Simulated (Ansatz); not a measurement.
**K⁺ ··· H$_{2}$Te**

The pair of K⁺ (SMILES [K+], atom 1) and H$_{2}$Te (SMILES [TeH2], atoms 2–4), both closed shells, in one local arrangement (a lower one may exist), relaxed at PBE0-D4/def2-TZVP:

```
4
angstrom
K 0.2676 0.0298 -2.7911
Te -0.1501 0.7419 0.7410
H -1.2238 -0.5087 0.9120
H 1.1063 -0.2630 1.1381
```

Ansatz 0.2.0; basis: def2-TZVPPD, with def2-QZVPPD for the basis limit; cores frozen in the correlated methods. Filled d shells of the heavier atoms are correlated. Core potentials replace the inner electrons of the atoms past krypton. The outer core shell of Li, Na, Mg and K is correlated. The def2 sets are not built for correlating such inner shells, so the correlated values are less sure here. B3LYP uses VWN-RPA correlation. Extrapolation: Hartree–Fock as exp(−7.88 √X), correlation as X^−2.97. Interaction energies count from these two fragments, frozen as in the pair, with the counterpoise correction; negative means bound.

(1) What is the interaction energy by CCSD(T) at an estimated basis limit (MP2 extrapolated from triple and quadruple zeta, plus CCSD(T) − MP2 in triple zeta)? (An estimate is asked for; the value comes from the calculation.)

(2) Which atoms make the shortest contact between the fragments?

No T1 diagnostic of these runs exceeds 0.011.

Results:

(1) The calculation gives: -43.7 kJ/mol. Hartree–Fock alone gives -35.8 kJ/mol at the basis limit. It counts from the two fragments frozen as in the pair.

The same quantity by other methods in triple zeta, and each one's difference from that estimate:
| method | E_int (kJ/mol) | difference |
| --- | --- | --- |
| PBE-D4 | -48.4 | -4.7 |
| revPBE-D4 | -45.3 | -1.6 |
| BLYP-D4 | -46.4 | -2.7 |
| r2SCAN-D4 | -42.5 | 1.2 |
| B97M-V | -43.1 | 0.6 |
| PBE0-D4 | -46.6 | -2.9 |
| B3LYP-D4 | -46.2 | -2.5 |
| HSE06-D4 | -46.7 | -3.1 |
| wB97X-V | -43.7 | 0.0 |
| wB97M-V | -43.7 | 0.0 |
| B2PLYP | -41.1 | 2.5 |
| HF | -35.4 | 8.3 |
| MP2 | -40.4 | 3.3 |
| CCSD | -38.9 | 4.8 |
| CCSD(T) | -39.4 | 4.2 |
Differences are method less estimate.

(2) K1 and Te2, 3.63 Å apart.

Basis-set superposition shift (counterpoise-corrected less uncorrected): CCSD(T) 2.6; MP2 2.6; HF 0.2; PBE0-D4 0.3; wB97M-V 0.3 kJ/mol.

For scale, one of the runs: CCSD(T)/def2-TZVPPD, 129 basis functions, launched by `ansatz run in.yaml --threads 2 --pin off --events-out ev --progress --plain --max-ram 5222MiB`. The run took 16 s on 2 CPU threads of an Arm Neoverse V2 (shared host), with 0.72 GiB of host memory at its peak.
